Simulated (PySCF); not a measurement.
Xenon: a sound run and one with changed settings

Sound run: Xe [Xe], Xe⁺ [Kr] 4d10 5s2 5p5. Calculation: PySCF 2.14, in x2c-SVPall (6s5p3d, 36 functions); the spin-free X2C one-electron Hamiltonian (Gaussian nucleus). The sound run starts from symmetry-adapted Hartree-Fock orbitals and uses a fine grid where one is needed.

Changed run: 6 angular points. This setting is unsound on purpose.

| species | method | sound run (hartree) | changed run (hartree) | converged |
| --- | --- | --- | --- | --- |
| Xe | UHF | -7442.66501 | -7442.66501 | yes |
| Xe | MN15 | -7450.56573 | -7450.57034 | yes |
| Xe | TPSS | -7445.30712 | -7445.77819 | yes |
| Xe⁺ | UHF | -7442.23904 | -7442.23904 | yes |
| Xe⁺ | MN15 | -7450.11325 | -7450.11582 | yes |
| Xe⁺ | TPSS | -7444.84953 | -7445.34266 | yes |

Ionisation energy of Xe:

```tsv
method	sound run (eV)	changed run (eV)
UHF	11.591	11.591
MN15	12.313	12.368
TPSS	12.452	11.851
```

A coarse angular grid integrates products of high-l functions wrongly, so density functionals can shift, and the SCF can exploit the error; Hartree-Fock and MP2 need no grid.

For comparison, NIST gives 12.130 eV between the lowest levels.
